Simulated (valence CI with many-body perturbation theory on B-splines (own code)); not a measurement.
# Forbidden lines of Gd XVI

Level of theory: relativistic CI+MBPT: three valence electrons over a frozen Dirac-Fock core [Kr] 4d10, a basis of 7 s, 7 p, 7 d, 7 f, 4 g, 2 h functions for each j, with the one-electron correlation potential Σ1, the two-electron term Σ2, the three-electron term Σ3, Breit, model QED; selected CI, second order for the rest, scaled by the run's own slope (own B-spline code, finite nucleus).

No measured spectrum was set against this ion. As an estimate, terms of the open shell hold to a few per cent of their energy, and close levels can change places; configurations with another count of f electrons can be misplaced by thousands of cm⁻¹.

Lines 51 to 100 of 120 in falling wavelength, among levels below 742350 cm⁻¹, chosen from the decays that carry over 1 % of a level's rate. Wavelengths and rates use the calculated energies, so an error of 2000 cm⁻¹ moves a line at 6363 Å by 13 % and its rate by three times that or more. Electric multipoles are in the length gauge, E1 and E2 with the static RPA response of the core. Weak lines are less certain than strong ones. Lines between different terms over intervals too small for the method are left out, as are lines whose strength nearly cancels. Where a level lies close to another of its J and parity, the split of strength between their lines is uncertain.

Names give the largest LS component (configuration and term), which can be under half, so a name can repeat, a term be missing and a line seem to break the LS rules; names also repeat where a configuration has a term twice. Letters in brackets count levels of one name in rising energy.

```
λ vac (Å)             Upper             Lower  Type   A (s⁻¹)  Branch %
     6363   4f³ ²D°_3/2 [a]       4f³ ⁴F°_5/2    M1  9.75e+00      31.2
     6284       4f³ ⁴D°_1/2   4f³ ²D°_3/2 [a]    M1  1.30e+00      29.5
     6233   4f³ ²G°_9/2 [a]       4f³ ⁴F°_7/2    M1  3.14e+00      13.4
     6213       4f³ ⁴G°_9/2   4f³ ²H°_9/2 [a]    M1  4.91e+00      33.0
     6082       4f³ ⁴D°_5/2       4f³ ⁴G°_7/2    M1  3.07e-01       2.9
     5798      4f³ ²I°_13/2      4f³ ²K°_15/2    M1  9.74e-01       7.8
     5655       4f³ ²P°_1/2       4f³ ⁴S°_3/2    M1  9.13e+00      72.7
     5491   4f³ ²H°_9/2 [a]      4f³ ⁴I°_11/2    M1  7.25e+00      32.2
     5439      4f³ ²I°_11/2      4f³ ²K°_13/2    M1  1.24e+00      10.9
     5360   4f³ ²D°_3/2 [a]       4f³ ⁴F°_3/2    M1  7.70e+00      24.7
     5304      4f³ ²L°_17/2      4f³ ²K°_15/2    M1  7.71e+00      90.5
     5169   4f³ ²D°_5/2 [a]       4f³ ⁴S°_3/2    M1  1.05e+00       5.3
     5150   4f³ ²D°_5/2 [a]       4f³ ⁴F°_7/2    M1  1.29e+01      65.6
     5055   4f³ ²G°_9/2 [a]   4f³ ²H°_9/2 [a]    M1  6.05e-01       2.6
     4888      4f³ ²L°_15/2      4f³ ²K°_13/2    M1  9.78e+00      49.0
     4817      4f³ ⁴G°_11/2   4f³ ²H°_9/2 [a]    M1  9.81e-02       1.2
     4784       4f³ ⁴D°_5/2   4f³ ²G°_7/2 [a]    M1  3.36e-01       3.1
     4757       4f³ ⁴D°_7/2       4f³ ⁴G°_9/2    M1  3.07e-01       5.8
     4733       4f³ ⁴D°_3/2       4f³ ⁴G°_5/2    M1  2.94e-01       8.0
     4728       4f³ ⁴D°_5/2       4f³ ⁴G°_5/2    M1  2.08e+00      19.4
     4639   4f³ ²D°_5/2 [a]       4f³ ⁴F°_5/2    M1  2.48e+00      12.6
     4637  4f³ ²H°_11/2 [a]      4f³ ⁴I°_13/2    M1  9.96e+00      48.3
     4531      4f³ ²I°_13/2      4f³ ²K°_13/2    M1  4.73e+00      38.1
     4444       4f³ ⁴D°_7/2       4f³ ⁴G°_7/2    M1  4.63e-01       8.7
     4378       4f³ ²P°_1/2       4f³ ⁴F°_3/2    M1  2.82e+00      22.4
     4316   4f³ ²H°_9/2 [a]       4f³ ⁴I°_9/2    M1  1.53e+01      67.8
     4311      4f³ ²I°_11/2  4f³ ²H°_11/2 [a]    M1  3.60e+00      31.7
     4288       4f³ ⁴D°_1/2       4f³ ⁴G°_5/2    E2  4.56e-02       1.0
     4082   4f³ ²D°_5/2 [a]       4f³ ⁴F°_3/2    M1  1.15e+00       5.8
     3979       4f³ ⁴F°_9/2      4f³ ⁴I°_11/2    M1  3.05e+00      28.7
     3908       4f³ ²P°_3/2       4f³ ⁴S°_3/2    M1  6.56e+00      16.2
     3813      4f³ ²K°_15/2      4f³ ⁴I°_15/2    M1  1.61e+01      54.5
     3791      4f³ ²K°_13/2      4f³ ⁴I°_13/2    M1  6.63e+00      31.8
     3763  4f³ ²H°_11/2 [a]      4f³ ⁴I°_11/2    M1  5.35e+00      25.9
     3720      4f³ ²I°_13/2  4f³ ²H°_11/2 [a]    M1  1.10e+00       8.9
     3716       4f³ ⁴F°_7/2       4f³ ⁴I°_9/2    M1  2.24e-01      25.4
     3673       4f³ ⁴D°_3/2       4f³ ⁴S°_3/2    M1  7.77e-01      21.3
     3670       4f³ ⁴D°_5/2       4f³ ⁴S°_3/2    M1  5.94e-01       5.5
     3663       4f³ ⁴D°_3/2       4f³ ⁴F°_7/2    E2  4.62e-02       1.3
     3660       4f³ ⁴D°_5/2       4f³ ⁴F°_7/2    M1  9.25e-01       8.6
     3597       4f³ ²P°_3/2       4f³ ⁴F°_5/2    M1  1.02e+01      25.2
     3449      4f³ ⁴G°_11/2      4f³ ⁴I°_15/2    E2  1.04e-01       1.3
     3400       4f³ ⁴D°_1/2       4f³ ⁴S°_3/2    M1  7.98e-01      18.2
     3394       4f³ ⁴D°_5/2       4f³ ⁴F°_5/2    M1  2.09e-01       1.9
     3324       4f³ ⁴F°_9/2       4f³ ⁴I°_9/2    M1  2.83e+00      26.6
     3253       4f³ ²P°_3/2       4f³ ⁴F°_3/2    M1  3.17e+00       7.8
     3205      4f³ ²K°_15/2      4f³ ⁴I°_13/2    M1  1.21e+01      41.1
     3186      4f³ ²K°_13/2      4f³ ⁴I°_11/2    M1  1.42e+01      68.1
     3169      4f³ ²I°_11/2   4f³ ²H°_9/2 [a]    M1  1.40e+00      12.3
     3162       4f³ ⁴D°_1/2       4f³ ⁴F°_5/2    E2  6.97e-02       1.6
```
